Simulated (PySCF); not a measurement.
**Radial density of Er⁵⁶⁺ (erbium, charge +56)**

UHF, [Ne] 3s2, closed-shell 1S. Computed with PySCF 2.14 in an even-tempered Gaussian basis (16 s from 15 bohr⁻², ratio 2.5; 10 p from 19 bohr⁻², ratio 2.5; 4 d from 69 bohr⁻², ratio 2.7; 4 f from 100 bohr⁻², ratio 2.7), with no relativity, point nucleus.

| r (bohr) | 4πr²ρ (e/bohr) |
| --- | --- |
| 0.000343 | 0.3176 |
| 0.000577 | 0.8704 |
| 0.000970 | 2.334 |
| 0.00163 | 6.036 |
| 0.00274 | 14.68 |
| 0.00462 | 32.20 |
| 0.00776 | 59.49 |
| 0.0131 | 83.13 |
| 0.0220 | 79.30 |
| 0.0369 | 72.50 |
| 0.0621 | 100.1 |
| 0.105 | 58.88 |
| 0.176 | 16.08 |
| 0.296 | 5.515 |
| 0.497 | 0.09762 |

A non-relativistic calculation at this Z misses sizeable relativistic shifts. Spin-orbit coupling, which splits the p, d and f shells strongly at this Z, is absent.
